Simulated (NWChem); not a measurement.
System: GaPH₄; SMILES [PH2][GaH2]

Input file for NWChem:

```
start job
memory heap 200 mb stack 900 mb global 1100 mb
geometry units angstroms noautoz
  Ga     0.044284     0.853351     0.008601
  H     -1.333920     1.573156     0.225152
  H      1.358260     1.663922    -0.276052
  P      0.102698    -1.455801    -0.094231
  H     -0.758405    -1.672489     1.022616
  H      1.320083    -1.602738     0.635318
end
basis spherical
  Ga library 6-31g*
  H library 6-31g*
  P library 6-31g*
end
dft
  xc b3lyp
  iterations 150
end
tddft
  cis
  nroots 6
  notriplet
end
task tddft energy
```

NWChem printed, in part:

```
             Northwest Computational Chemistry Package (NWChem) 7.3.0
             --------------------------------------------------------

 CS  symmetry detected

                             Geometry "geometry" -> ""
                             -------------------------

 Output coordinates in angstroms (scale by  1.889725989 to convert to a.u.)

  No.       Tag          Charge          X              Y              Z
 ---- ---------------- ---------- -------------- -------------- --------------
    1 Ga                  31.0000    -0.01332409     0.76209389     0.00000000
    2 H                    1.0000    -0.06073885     1.52724439    -1.36997052
    3 H                    1.0000    -0.06073885     1.52724439     1.36997052
    4 P                   15.0000    -0.07938935    -1.54914062     0.00000000
    5 H                    1.0000     0.86268231    -1.72114504    -1.05770710
    6 H                    1.0000     0.86268231    -1.72114504     1.05770710

 Effective nuclear repulsion energy (a.u.)     155.7333030419

      Symmetry information
      --------------------

 Group name             Cs
 Group number              2
 Group order               2
 No. of unique centers     4

                                 NWChem DFT Module
                                 -----------------

 Summary of "ao basis" -> "ao basis" (spherical)
 ------------------------------------------------------------------------------
       Tag                 Description            Shells   Functions and Types
 ---------------- ------------------------------  ------  ---------------------
 Ga                          6-31g*                 12       32   5s4p3d
 H                           6-31g*                  2        2   2s
 P                           6-31g*                  8       18   4s3p1d

      Symmetry analysis of basis
      --------------------------

        a'         39
        a"         19

[...]

                                NWChem TDDFT Module
                                -------------------

            General Information
            -------------------
           No. of orbitals :     116
            Alpha orbitals :      58
             Beta orbitals :      58
        Alpha frozen cores :       0
         Beta frozen cores :       0
     Alpha frozen virtuals :       0
      Beta frozen virtuals :       0
         Spin multiplicity :       1
    Number of AO functions :      58
        Use of symmetry is : off
      Symmetry adaption is : on
         Schwarz screening :  0.10D-07

              XC Information
              --------------
                  B3LYP Method XC Potential
              Hartree-Fock (Exact) Exchange   0.20
                 Slater Exchange Functional   0.80 local
             Becke 1988 Exchange Functional   0.72 non-local
       Lee-Yang-Parr Correlation Functional   0.81
           VWN I RPA Correlation Functional   0.19 local

             TDDFT Information
             -----------------
          Calculation type : Tamm-Dancoff TDDFT
         Wavefunction type : Restricted singlets
          No. of electrons :      50
           Alpha electrons :      25
            Beta electrons :      25
              No. of roots :       6
          Max subspacesize :    5200
            Max iterations :     100
               Target root :       1
           Target symmetry : none
      Symmetry restriction : off
                 Algorithm : Optimal
        Davidson threshold :  0.10D-03

    6 smallest eigenvalue differences (eV)
--------------------------------------------------------
  No. Spin  Occ  Vir  Irrep   E(Occ)    E(Vir)   E(Diff)
--------------------------------------------------------
    1    1   25   26 a'       -0.255    -0.071     4.993
    2    1   24   26 a"       -0.311    -0.071     6.511
    3    1   23   26 a'       -0.318    -0.071     6.720
    4    1   25   27 a'       -0.255     0.009     7.181
    5    1   25   28 a"       -0.255     0.026     7.643
    6    1   25   29 a'       -0.255     0.031     7.786
--------------------------------------------------------

  Entering Davidson iterations
  Restricted singlet excited states

  Iter   NTrls   NConv    DeltaV     DeltaE      Time
  ----  ------  ------  ---------  ---------  ---------
    1      6       0     0.11E+00   0.10+100        5.1
    2     12       0     0.20E-01   0.25E-01        5.1
    3     18       0     0.72E-02   0.44E-03        5.3
    4     24       1     0.15E-02   0.67E-04        5.3
    5     29       4     0.18E-03   0.42E-05        5.4
    6     31       6     0.40E-04   0.76E-07        4.6
  ----  ------  ------  ---------  ---------  ---------
  Convergence criterion met

  Ground state a'      -2268.365705503021 a.u.

  ----------------------------------------------------------------------------
  Root   1 singlet a'             0.156482082 a.u.                4.2581 eV
  ----------------------------------------------------------------------------
     Transition Moments    X  0.06010   Y  0.57115   Z -0.00000
     Dipole Oscillator Strength                    0.0344071127
     Electric Quadrupole                           0.0000000998
     Magnetic Dipole                               0.0000012974
     Total Oscillator Strength                     0.0344085098

[...]
```

Level: B3LYP/6-31G* (spherical d), TDA. Coordinates come from a PBE0/def2-SVP optimisation.
